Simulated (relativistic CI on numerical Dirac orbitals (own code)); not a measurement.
**Au2+: 5d valence photoemission**

Computed with this model: Dirac-Coulomb-Breit CI, KLI orbitals optimised for each configuration, model QED, valence Slater integrals scaled by 0.7, multiplet model of photoemission in the sudden approximation; configurations [Xe] 4f14 5d9 → [Xe] 4f14 5d8; 300 K; Lorentzian 0.3 eV and Gaussian 0.5 eV FWHM. Energies are those of the free ion, without screening or charge transfer. The energies are binding energies and can lie tens of eV above those of solids. S is read from ⟨S²⟩ = S(S + 1).

Field parameters in Wybourne normalisation: D3d B²₀ = −7Dσ, B⁴₀ = −14Dq − 21Dτ, B⁴₃ = −14√(10/7) Dq; D4h B²₀ = −7Ds, B⁴₀ = 21(Dq − Dt), B⁴₄ = 21√(5/14) Dq; Td as Oh with Dq negative (B⁴₀ = 21Dq, B⁴₄ = √(5/14) B⁴₀). The field is a parameter set, without covalency.

free ion: ground-state S = 0.50, centroid 32.06 eV. Peaks (eV, height): 30.8 (100), 31.6 (68), 33.6 (70).

Td, 10Dq = -5950 cm⁻¹: ground-state S = 0.50, centroid 32.10 eV. Peaks (eV, height): 30.8 (100), 31.5 (67), 32.6 (60), 33.7 (67).

D3d, 10Dq = 29100, Dσ = 1060, Dτ = -470 cm⁻¹: ground-state S = 0.50, centroid 32.27 eV. Peaks (eV, height): 29.1 (62), 30.3 (43), 31.5 (24), 32.4 (73), 33.9 (100).

Td, 10Dq = -13950 cm⁻¹: ground-state S = 0.50, centroid 32.14 eV. Peaks (eV, height): 30.7 (100), 33.1 (74), 33.7 (70).

D3d, 10Dq = 32800, Dσ = -1130, Dτ = -420 cm⁻¹: ground-state S = 0.50, centroid 32.30 eV. Peaks (eV, height): 28.8 (66), 30.0 (46), 31.1 (25), 32.4 (71), 34.0 (100).

D4h, 10Dq = 35350, Ds = -20, Dt = 320 cm⁻¹: ground-state S = 0.50, centroid 32.33 eV. Peaks (eV, height): 28.7 (63), 29.9 (49), 31.1 (18), 32.6 (74), 34.2 (100).

Strongest unbroadened transitions for free ion:

```json
{"Energy (eV)": "30.74", "Relative strength": "100.0"}
{"Energy (eV)": "31.56", "Relative strength": "55.5"}
{"Energy (eV)": "32.18", "Relative strength": "39.9"}
{"Energy (eV)": "32.89", "Relative strength": "9.7"}
{"Energy (eV)": "32.94", "Relative strength": "26.8"}
{"Energy (eV)": "33.40", "Relative strength": "17.1"}
{"Energy (eV)": "33.65", "Relative strength": "54.1"}
{"Energy (eV)": "34.35", "Relative strength": "3.3"}
{"Energy (eV)": "36.83", "Relative strength": "1.8"}
```
